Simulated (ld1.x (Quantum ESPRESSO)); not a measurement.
Before and after: TM potential for S (Z = 16)

sulfur, norm-conserving Troullier–Martins (Kleinman–Bylander form), made with ld1.x (Quantum ESPRESSO) 7.5 (LDA (PZ), scalar-relativistic). Core [Ne], reference 3s2 3p4. Waves: 3p (bound): rc 1.45 bohr; 3s (bound): rc 1.15 bohr. Local part: the s channel. Core correction: a·sin(br)/r model core inside 1.05 bohr.

Change: reference 3s2 3p1.

Cutoffs: the cutoffs (Ry, on a coarse ladder) from which the occupation-weighted sum of valence levels, in a spherical-Bessel basis at the reference potential, stays within 10 and 1 mRy of its value at 400 Ry; they do not see the model core or the augmentation charge, which bear on the density cutoff. Errors are all-electron minus pseudo energies relative to the spin-unpolarised reference configuration.

What does the change do?

The potential gets harder (55 Ry and 120 Ry → 60 Ry and 140 Ry); the range in which the s phases agree narrows (upper end 4.6 → 2.2); the range in which the p phases agree narrows (upper end at the end of the scan → 3.8); neither file shows a bound ghost.

| quantity | base | changed |
| --- | --- | --- |
| cutoff, loose | 55 Ry | 60 Ry |
| cutoff, tight | 120 Ry | 140 Ry |
| loose cutoff by channel (10 mRy a level) | p 10 Ry, s 50 Ry | p 12 Ry, s 50 Ry |
| bound ghosts | none | none |
| largest error over its own tests, meV | +249 | +130 |
| s: phases at 1.60 bohr within 0.05 rad from the reference energy up to (Ry; the scan ends near 5) | 4.6 | 2.2 |
| p: phases at 1.60 bohr within 0.05 rad from the reference energy up to (Ry; the scan ends near 5) | to the end of the scan | 3.8 |
